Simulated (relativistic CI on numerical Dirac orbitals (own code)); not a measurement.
## Slater and spin-orbit integrals, Mo18+

Method of calculation: Dirac-Coulomb-Breit CI, separate exchange-only KLI orbitals for each configuration, model QED (radiative potential, 1s self-energy scaled to tabulated hydrogen-like ionisation energies), unscaled Slater integrals (own radial code, finite nucleus).

Slater integrals F^k, G^k are unscaled and averaged over j, outside the closed core [Ne]; ζ comes from projecting the Hamiltonian with its Breit term on Σ l·s of the shell.

- 3s²3p⁶3d⁶: F^2(3d,3d) = 268110, F^4(3d,3d) = 171830, ζ(3d) = 12105 cm⁻¹; <r>(3d) = 0.3742, <r^2>(3d) = 0.1646 (bohr units).
- 3s²3p⁵3d⁷: ζ(3p) = 105580, F^2(3d,3d) = 267350, F^4(3d,3d) = 171320, F^2(3p,3d) = 244470, G^1(3p,3d) = 276850, G^3(3p,3d) = 179550, ζ(3d) = 11896 cm⁻¹; <r>(3p) = 0.405, <r^2>(3p) = 0.1896, <r>(3d) = 0.3752, <r^2>(3d) = 0.1654 (bohr units).
- 3s²3p⁴3d⁸: F^2(3p,3p) = 245820, ζ(3p) = 105520, F^2(3d,3d) = 266570, F^4(3d,3d) = 170790, F^2(3p,3d) = 244070, G^1(3p,3d) = 276720, G^3(3p,3d) = 179360, ζ(3d) = 11689 cm⁻¹; <r>(3p) = 0.4055, <r^2>(3p) = 0.1901, <r>(3d) = 0.3761, <r^2>(3d) = 0.1663 (bohr units).

Problem. Give the Racah parameters of the d shell in 3s²3p⁶3d⁶.

Solution. B = F²/49 − 5F⁴/441 = 3523 cm⁻¹ and C = 35F⁴/441 = 13637 cm⁻¹.

Averages of the first 10 configurations, taken without configuration mixing, which lowers the lowest level and can move excited configurations by several eV; other configurations of the list can lie among them:

```csv
Configuration,Parity,States,Average energy above the lowest level (eV)
3s²3p⁶3d⁶,even,210,16.1
3s²3p⁵3d⁷,odd,720,177.0
3s²3p⁴3d⁸,even,675,341.4
3s3p⁶3d⁷,even,240,284.3
3p⁶3d⁸,even,45,557.3
3s²3p⁶3d⁵4s,even,504,318.7
3s3p⁵3d⁸,odd,540,443.9
3s²3p⁶3d⁵4p,odd,1512,354.7
3s²3p⁶3d⁵4d,even,2520,408.8
3s²3p⁶3d⁵4f,odd,3528,459.7
```
